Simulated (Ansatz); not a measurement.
One geometry of the cluster Ta₄⁺, several levels of theory.

```yaml
crystal:
  periodic: [false, false, false]
  atoms:
    - {symbol: Ta, position_ang: [-1.291863, -0.494674, 0.676576]}
    - {symbol: Ta, position_ang: [-0.468080, 0.337340, -1.538799]}
    - {symbol: Ta, position_ang: [0.580338, 1.131642, 1.040328]}
    - {symbol: Ta, position_ang: [1.179606, -0.974308, -0.178115]}
basis:
  gaussian: {orbitals: def2-TZVP, initial_orbitals: start.molden}
total_charge: 1
magnetization: {spin_polarized: true, initial_magnetization: 3}
hamiltonian: {xc: {text: "exchange = 0.95*pbe_x + 0.05*exact_x\ncorrelation = pbe_c"}}
scf: {omitted_lower_state_checks: [starts]}
output: {orbitals: {seedname: orbitals}}
```

The file start.molden holds the orbitals of an earlier run on this structure, at another level or in another basis.

```sh
$ ansatz run in.yaml --threads 4 --pin off --events-out ev --progress --plain --max-ram 3916MiB
```

Shortened log:

```
Functional definition: unnamed
1348 factors; their error is unknown
mean field evaluation 1: about -6197.9358 eV, gradient 4.2e0 eV
mean field evaluation 2: about -6198.0406 eV, gradient 1.8e-1 eV
mean field evaluation 4: about -6198.0209 eV, gradient 5.5e-3 eV
mean field evaluation 8: about -6198.0209 eV, gradient 2.6e-5 eV
mean field -6198.02088040 eV, -227.7730661852 hartree, gradient 8.9e-6 eV, S^2 3.762890; 0 other end points of the search recorded, 0 dependent functions left out
reference -6198.02091876 eV, -227.7730675949 hartree; 27, 24 occupied and 133, 136 virtual orbitals, 1348 factors
Total energy: -6198.02091876 eV, -227.7730675949 hartree
Checks for a lower state left out: starts
```

Hardware: 4 threads of Arm Neoverse V2 on a shared host. Wall time 7.5 s, peak host memory 0.58 GiB.

First input, but with `hamiltonian: {xc: {name: BLYP}, dispersion: d4}` (abridged; 7 s):

```
Functional definition: BLYP
mean field evaluation 16: about -6193.6407 eV, gradient 1.1e-5 eV
mean field -6193.64074345 eV, -227.6120991212 hartree, gradient 1.1e-5 eV, S^2 3.758257
Total energy: -6193.96428168 eV, -227.6239889321 hartree
Checks for a lower state left out: starts
```

Geometry: r2SCAN-D4/def2-SVP.

In the def2 sets Ta takes a core potential; there is no spin–orbit coupling. At PBE0-D4/def2-TZVP a doublet of charge 1 lies 0.49 eV below the quartet, each at its own geometry. The structure comes from a short search, and lower isomers may exist.
